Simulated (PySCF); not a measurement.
An unknown is described by computed data only.

Elements present: B, C, Cl and H. Monoisotopic mass: 88.0422 u.

* Valence photoelectron: vertical ionisation energy: 10.77 eV [ΔSCF CAM-B3LYP/def2-SVPD]
* UV, first state: lowest singlet excitation: 5.37 eV (231 nm, f = 0.013) [TDDFT CAM-B3LYP/def2-SVPD]
* Dipole: 1.69 D [CAM-B3LYP/def2-SVPD]
* UV, strongest line: among the 10 lowest singlet transitions: S10 at 8.43 eV (147 nm, f = 0.100) [TDDFT CAM-B3LYP/def2-SVPD]
* 1H NMR: chemical shifts (computed TMS as zero) by class: 7.57 (2 H), 3.85 (2 H), 1.18 (3 H) ppm [GIAO KT2/pcSseg-2]
* NMR, other nuclei: isotropic shieldings of nuclei other than C and H, by class: 14 (1 B), 26 (1 B), 606 (1 Cl) ppm [GIAO KT2/pcSseg-2]
* Polarisability: 66.5 au [CAM-B3LYP/def2-SVPD]
* Rotational structure: rotational constants A, B, C: 4.850, 2.854, 2.057 GHz [PBE0-D3(BJ)/def2-SVP]
* Triplet: lowest triplet excitation (Tamm–Dancoff): 4.86 eV [TDA CAM-B3LYP/def2-SVPD]
* 13C NMR: chemical shifts (computed TMS as zero) by class: 61.6 (1 C), 17.7 (1 C) ppm [GIAO KT2/pcSseg-2]

The electronic properties come from PySCF, for the isolated species, density fitting. Levels stand in brackets. One conformer (not necessarily the lowest) at the PBE0-D3(BJ)/def2-SVP geometry, without solvent, vibrations or thermal averaging. Each NMR value is the plain mean over a class of atoms that symmetry, rotation or inversion makes alike.

Task: Which formula fits the mass and the elements?

Result: C2H7B2Cl (calculated 88.0422). No other formula that holds each of these elements comes within 0.0003 u with a fitting electron parity and a possible valence count.

Task: What is the compound? Reason from the data.

Result: Numbering: `[BH2:1][CH2:2][B:3]([CH3:4])[Cl:5]`. 2 carbons fall into 2 classes; from least to most shielded: sp3 carbon bound to boron [C2] (61.6 ppm), sp3 carbon bound to boron [C4] (17.7 ppm). Hydrogen classes from least to most shielded: 2 H on a three-coordinate boron, B1 (7.57 ppm), 2 H on an sp3 carbon bound to boron, C2 (3.85 ppm), 3 H on an sp3 carbon bound to boron, C4 (1.18 ppm, a mean of values up to 0.7 ppm apart in this geometry). The other shieldings belong to: 14 ppm, three-coordinate boron [B1]; 26 ppm, three-coordinate boron [B3]; 606 ppm, chlorine bonded to B [Cl5]. S1 is mainly HOMO→LUMO (weight 0.80); the largest Löwdin shares of the orbital it empties are 0.56 on the chlorine bonded to B, 0.13 on an sp3 carbon bound to boron, 0.13 on a three-coordinate boron and 0.10 on an sp3 carbon bound to boron, of the orbital it fills 0.35 on a three-coordinate boron, 0.18 on a three-coordinate boron, 0.16 on an sp3 carbon bound to boron and 0.08 on the chlorine bonded to B. The optimised geometry has point group C1 and is an asymmetric top. Structure: `BCB(C)Cl`. The assignments are read from this structure; whether some other isomer fits the data as well wasn't checked.

Conformer computed: `[BH2:1][CH2:2][B:3]([CH3:4])[Cl:5]`: B1–C2–B3–C4 87°.
